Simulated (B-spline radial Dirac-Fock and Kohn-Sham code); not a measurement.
# What relativity does to the binding energies of Tl⁺

System: thallium as Tl⁺, [Xe] 4f14 5d10 6s2.

Both columns are ΔSCF binding energies of the configuration average from an atomic code on a B-spline grid: non-relativistic Hartree-Fock with a point nucleus, and Dirac-Fock with a finite nucleus and the Coulomb interaction alone, averaged over the two j levels with weights 2j+1.

```tsv
shell	Hartree-Fock (eV)	Dirac-Fock (eV)	shift (eV)	shift (%)
1s	77518.6	86013.7	+8495.08	+10.96
2s	13140.6	15428.8	+2288.19	+17.41
2p	12624.3	13397.0	+772.72	+6.12
3s	3165.5	3739.7	+574.22	+18.14
3p	2920.8	3137.8	+217.01	+7.43
3d	2469.1	2446.7	-22.41	-0.91
4s	726.0	871.6	+145.63	+20.06
4p	618.2	669.5	+51.37	+8.31
4d	420.6	412.7	-7.88	-1.87
4f	152.1	133.5	-18.54	-12.19
5s	129.1	155.9	+26.75	+20.72
5p	91.73	98.28	+6.55	+7.15
5d	31.12	28.06	-3.06	-9.84
6s	15.71	18.42	+2.71	+17.27
```

Relativity binds 1s, 2s, 2p, 3s, 3p, 4s, 4p, 5s, 5p, 6s more strongly, among those listed most of all 5s in relative terms, and 3d, 4d, 4f, 5d more weakly, because the contracted s and p shells screen the nucleus better.

Values without a named source are computed, but for edge energies of neutral atoms, which are taken from tables.
